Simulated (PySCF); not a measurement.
**AlTl: one state, many levels of theory**

State: ³Π (triplet), unpaired electrons σ ↑, π ↑. Set-up: Al cc-pV(D+d)Z, Tl cc-pVDZ-PP with ECP60; scalar-relativistic core potentials (PySCF 2.14). De refers to Al + Tl in their high-spin ground configurations, without counterpoise correction. The functionals are run spin-unrestricted. A positive dipole means Al(−)Tl(+).

| Level | Re (Å) | ωe (cm⁻¹) | De (eV) | μ (D) | CPU s a point (SCF and correlation, without the integrals) |
| --- | --- | --- | --- | --- | --- |
| UHF | 2.973 | 182 | 0.61 | 1.05 | 0.17 |
| UHF-MP2 | 2.915 | 192 | 1.08 | n/a | 0.26 |
| UHF-SCS-MP2 | 2.919 | 193 | 0.94 | n/a | n/a |
| UHF-CCSD | 2.947 | 184 | 1.00 | n/a | n/a |
| UHF-CCSD(T) | 2.946 | 183 | 1.08 | n/a | 3.8 |
| LDA | 2.887 | 183 | 1.76 | 0.43 | 0.34 |
| PBE | 2.968 | 169 | 1.45 | 0.94 | 0.58 |
| PBEsol | 2.923 | 178 | 1.58 | 0.76 | 0.46 |
| r²SCAN | 2.934 | 178 | 1.42 | 0.92 | 0.66 |
| PBE0 | 2.928 | 182 | 1.34 | 0.97 | 1.6 |
| MN15 | 2.905 | 181 | 1.46 | -0.14 | 0.81 |

The bond length runs from 2.887 Å (LDA) to 2.973 Å (UHF). De spans 0.61 eV (UHF, mean field) to 1.76 eV (LDA, local density). Correlation at CCSD(T) changes the Hartree–Fock bond energy by +0.47 eV; the triples alone change it by +0.08 eV.

Correlated steps freeze 9 core orbitals. Correlated levels converge slowly with the basis: in double zeta they bind strong bonds too weakly, by up to about 1 eV, and carry superposition errors of some tenths. Spin–orbit coupling is left out, which matters for elements this heavy, above all for dissociation energies. The state was picked by a PBE0 search and need not be the measured ground state.

The whole job (state search and all levels along the bond) took about 2.1 min on 1 thread of Intel Xeon Platinum 8259CL @ 2.50GHz (shared host), peak memory 0.55 GiB.
